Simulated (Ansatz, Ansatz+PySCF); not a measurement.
```yaml
atoms:
  - { symbol: Be, position_ang: [0.0000, 0.0000, -0.3261] }
  - { symbol: H, position_ang: [0.0000, 0.0000, 1.3042] }
```

Basis set: 6-31G (spherical functions). All electrons are correlated. Correlation on ROHF uses semicanonical orbitals with singles. Charge 0, multiplicity 2.

Computed with Ansatz (development build ahead of 0.2.0); each method stands on the lowest determinant of its kind that the runs found.

(1) Give the atomization energy at this shape (free ground-state atoms in the same class of orbitals less the molecule, no zero-point energy) of doublet BeH by PBE0 (unrestricted), ROHF-CCSD(T), UHF-MP2, ROHF-MP2, UHF.

## Answers

(1)

```csv
method,atomization energy
PBE0 (unrestricted),46.89 kcal/mol
ROHF-CCSD(T),29.26 kcal/mol
UHF-MP2,38.37 kcal/mol
ROHF-MP2,35.65 kcal/mol
UHF,39.58 kcal/mol
```

Caution: the shape is not the minimum. Caution for UHF: a free atom is spin contaminated.

This basis has no polarisation functions and is too small for such energies, which can lie far from measured ones in either direction.
